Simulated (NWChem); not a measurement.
H$_{2}$BO$_{2}$ cation

```xyz
5

O      0.1969    -1.2355     0.0677
B      0.0000     0.0000     0.0010
O     -0.1969     1.2355     0.0677
H     -0.1461    -2.0529    -0.3236
H      0.1461     2.0529    -0.3236
```
Atoms are numbered in this order, from 1.

Computed with NWChem. Geometry: optimised at PBE0/def2-SVP. Atomic charges in e: unrestrained fits to the electrostatic potential beside Mulliken populations; buried atoms are poorly determined by the fit.

Task: What does the run give for B3LYP/def2-SVP? Quantities: ESP O1; Mulliken O1; ESP B2; Mulliken B2; ESP O3; Mulliken O3; relative RMS misfit of the potential (%).

Result: 
| Quantity | Value |
|---|---|
| ESP O1 | -0.42 |
| Mulliken O1 | 0.05 |
| ESP B2 | 0.84 |
| Mulliken B2 | 0.31 |
| ESP O3 | -0.42 |
| Mulliken O3 | 0.05 |
| relative RMS misfit of the potential (%) | 2 |
